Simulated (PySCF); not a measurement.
Electron correlation in O²⁺ (oxygen, charge +2)

[He] 2s1 2p2 3d1, one real determinant (an excited configuration). All numbers are calculated (PySCF 2.14, the spin-free X2C one-electron Hamiltonian (Gaussian nucleus), in x2c-QZVPPall with one added diffuse shell each of s, p, d, f type (8s5p4d3f1g, 73 functions)). Frozen: 1s2; 4 electrons correlated.

MP2 pair energies summed by pair of shells (mhartree):

```
 pair  energy  share (%)
2p-2p   -7.97       39.0
2s-2p   -5.85       28.6
2p-3d   -4.25       20.8
2s-3d   -2.35       11.5
```

Total MP2 correlation energy: -20.41 mhartree.

Same-spin part -20.41 and opposite-spin part 0.00 mhartree; SCS-MP2 scales them by 1/3 and 6/5 to -6.80 mhartree.

The reference is one real determinant that mixes LS terms of this configuration.
